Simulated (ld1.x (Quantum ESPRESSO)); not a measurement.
Before and after: PAW potential for C

C, PAW, made with ld1.x (Quantum ESPRESSO) 7.5 (PBE, non-relativistic). Core [He], reference 2s2 2p2. Waves: 2s (bound): rcut 1.10, rcutus 1.25 bohr; 2s channel at -0.35 Ry: rcut 1.10, rcutus 1.25 bohr; 2p (bound): rcut 1.60, rcutus 1.95 bohr; 2p channel at 0.2 Ry: rcut 1.60, rcutus 1.95 bohr. Local part: all-electron potential smoothed inside 0.95 bohr (lloc = -1). Core correction: Bessel-smoothed model core inside 0.80 bohr. Augmentation charge: PSQ, radius 1.00 bohr.

Change: waves 2p (bound): rcut 1.40, rcutus 1.48 bohr; 2p channel at 0.2 Ry: rcut 1.40, rcutus 1.48 bohr.

Cutoffs: the cutoffs (Ry, on a coarse ladder) from which the occupation-weighted sum of valence levels, in a spherical-Bessel basis at the reference potential, stays within 10 and 1 mRy of its value at 400 Ry; they do not see the model core or the augmentation charge, which bear on the density cutoff. Errors are all-electron minus pseudo energies relative to the spin-unpolarised reference configuration.

**Question.** Predict the effect on cutoff, ghosts and configuration errors.

**Answer.** The potential gets harder (18 Ry and 21 Ry → 30 Ry and 35 Ry); of the 7 tests that both files solve, the error grows in 1 and shrinks in 0 by more than 15 % and 0.3 meV (median size 1.1 → 1.3 meV); neither file shows a bound ghost. A smaller radius makes the pseudo-wave follow the all-electron one further in, where it bends more sharply, so more plane waves are needed.

| quantity | base | changed |
| --- | --- | --- |
| cutoff, loose | 18 Ry | 30 Ry |
| cutoff, tight | 21 Ry | 35 Ry |
| loose cutoff by channel (10 mRy a level) | s 8 Ry, p 15 Ry | s 8 Ry, p 25 Ry |
| bound ghosts | none | none |
| error for 2s2 2p1, meV [ΔE 10.87 eV] | -0.1 | -0.1 |
| error for 2s2 2p0, meV [ΔE 35.02 eV] | +1.1 | +1.5 |
| error for 2s1 2p0, meV [ΔE 83.20 eV] | -7.4 | -7.0 |
| error for 2s2 2p2.3, meV [ΔE -1.16 eV] | 0.0 | 0.0 |
| error for 2s1 2p3, meV [ΔE 8.46 eV] | -0.4 | -0.4 |
| error for 2s1 2p2, meV [ΔE 19.60 eV] | -1.1 | -1.3 |
| error for 2s0 2p4, meV [ΔE 16.94 eV] | -1.9 | -1.7 |
| lowest overlap eigenvalue by channel | s 0.53, p 0.93 | s 0.53, p 0.96 |
